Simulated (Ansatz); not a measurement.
The first iterations of a band of BrH + GeH4O (8 atoms, charge 0, multiplicity 1).

Level of theory: Ansatz, RKS B3LYP-D4/def2-SVP.

| Property | Result |
| --- | --- |
| movable images | 5 |
| climbing image | yes |
| spring | 20.0 eV/Å² |
| optimiser | quadratic models (default) |
| start path | through a guess of the saddle point |
| force threshold | 0.05 eV/Å |
| iteration limit | 60 |
| end points | relaxed |

Initial state:

```xyz
8
Properties=species:S:1:pos:R:3
Ge -0.878 -0.185 -0.683
O -0.043 -0.301 0.927
H -0.041 -1.097 -1.585
H -2.320 -0.701 -0.508
H -0.873 1.281 -1.157
H 1.651 0.156 0.835
Br 2.991 0.659 0.537
H -0.486 0.188 1.634
```

Final state:

```xyz
8
Properties=species:S:1:pos:R:3
Ge -0.265 -0.238 -1.177
O -0.245 0.179 1.950
H -0.223 -0.463 -2.701
H -0.915 -1.419 -0.454
H -0.896 1.121 -0.849
H 0.646 -0.165 1.788
Br 1.999 -0.150 -0.532
H -0.101 1.135 1.974
```

| iteration | highest image above the first end (eV) | largest band force component (eV/Å) |
| --- | --- | --- |
| 1 | 1.566 | 8.568 |
| 2 | 0.819 | 3.645 |
| 3 | 0.726 | 5.259 |
| 4 | 0.713 | 1.618 |
| 5 | 0.607 | 1.022 |
| 6 | 0.564 | 0.737 |
| 7 | 0.536 | 0.389 |

Problem. Does the band converge within its limit, and where does its top end?

Solution. It converged. It ended after 21 iterations with the highest image 0.508 eV above the first end. Another band between the same ends (5 images) ends at a top of the same energy, where a vibrational analysis finds 1 clearly imaginary mode. The orbitals stay closed-shell, which can raise the energy where a bond breaks towards radicals; this wasn't checked here.

The run took 6 min on 2 threads of AMD EPYC 7R13 Processor (Zen 3), with other jobs on the host, peak memory 0.3 GiB.
